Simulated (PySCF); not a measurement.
GeO3, SMILES [O]=[Ge]1[O][O]1.

Coordinates come from a PBE-D3(BJ)/def2-SVP optimisation.

Level of theory: PBE/def2-TZVPD in PySCF.

Computed frontier levels, gap, dipole moment and polarisability:
The highest occupied level is -7.26 eV and the lowest empty level comes out as -4.63 eV. The orbital gap comes out as 2.64 eV and the dipole moment is 0.06 D. The quadrupole, principal values (traceless, Buckingham form, about the centre of nuclear charge) comes out as -10.78, 4.48, 6.31 D·Å, the mean static polarisability is 39.8 bohr³ (5.90 Å³) and the polarisability, principal values is 29.6, 36.1, 53.7 bohr³.
